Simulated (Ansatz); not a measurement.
Reaction (formal exchange of groups at a Te–Ge bond): `[CH3][GeH2][TeH]` + `COCF` → `COC(F)[TeH]` + `[CH3][GeH3]`

Gas-phase electronic energies from Ansatz, PBE0-D4/def2-TZVP geometries. CCSD(T)/CBS adds triple-zeta CCSD(T) − MP2 to the extrapolated MP2 energy (def2 sets, frozen cores). Functionals use def2-TZVPP. HSE06 is defined as in plane-wave codes. Elements past krypton have def2 core potentials. For Ge, Te outer-core shells are correlated without core-valence functions, which leaves a few kJ/mol of doubt a bond. Scalar relativity is left out up to krypton. One conformer a species, not always the lowest.

```tsv
level	ΔE (kcal/mol)
r2SCAN-D4	28.5
HSE06-D4	30.1
```

Task: What does CCSD(T)/CBS give? (Best estimate.)

Result: Computed: +29.1 kcal/mol. The listed levels differ from it by -0.6, 1.0 kcal/mol.

Largest T1 diagnostic among the species: 0.012.

From PBE to PBE0 (25 % exact exchange), in def2-TZVPP and without D4, ΔE moves by +2.2 kcal/mol. In def2-TZVPP, CCSD(T) changes the Hartree–Fock value by −4.8 kcal/mol (the triples alone add −0.8 kcal/mol) and MP2 by −3.5 kcal/mol.
